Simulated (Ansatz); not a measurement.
The Ge1–H3 bond of BrGeH3 (SMILES [GeH3][Br]) is stretched (multiplicity 1, the rest rigid).
Geometry at rest (charge 0, multiplicity 1):
```xyz
5

Ge    -1.1456     0.0468     0.0046
Br     1.1842    -0.0484    -0.0048
H     -1.5399     1.4838    -0.3541
H     -1.6070    -0.3323     1.4163
H     -1.6424    -0.9559    -1.0428
```

Correlated levels freeze the cores. Filled d and f shells under p-block atoms count as core.

The values were computed with Ansatz (a quantum-chemistry and plane-wave program). Each number belongs to the level named beside it.

Energies above the point at 1.533 Å (the B3LYP-D3(BJ) bond length), FIC-MRCISD+Q on CASSCF(2,2)/cc-pVTZ (kcal/mol): 6.26 at 1.379 Å; 3.62 at 1.686 Å; 86.90 at 4.905 Å.

Problem. Take the last value as the depth D of a Morse curve D(1 − e^(−a(R − R₀)))², fit a and R₀ to the two near points, and test it at 2.069 and 2.682 Å.

Solution. 
With D = 86.9, both near points (counted from the curve's value at 1.533 Å) are met by a = 1.52 Å⁻¹ and R₀ = 1.536 Å, so k = 2Da² = 403 kcal/(mol Å²). The curve then gives 26.9 and 59.2 kcal/mol; the level itself gives 28.0 and 64.7, so Morse is off by -1.2 and -5.5.
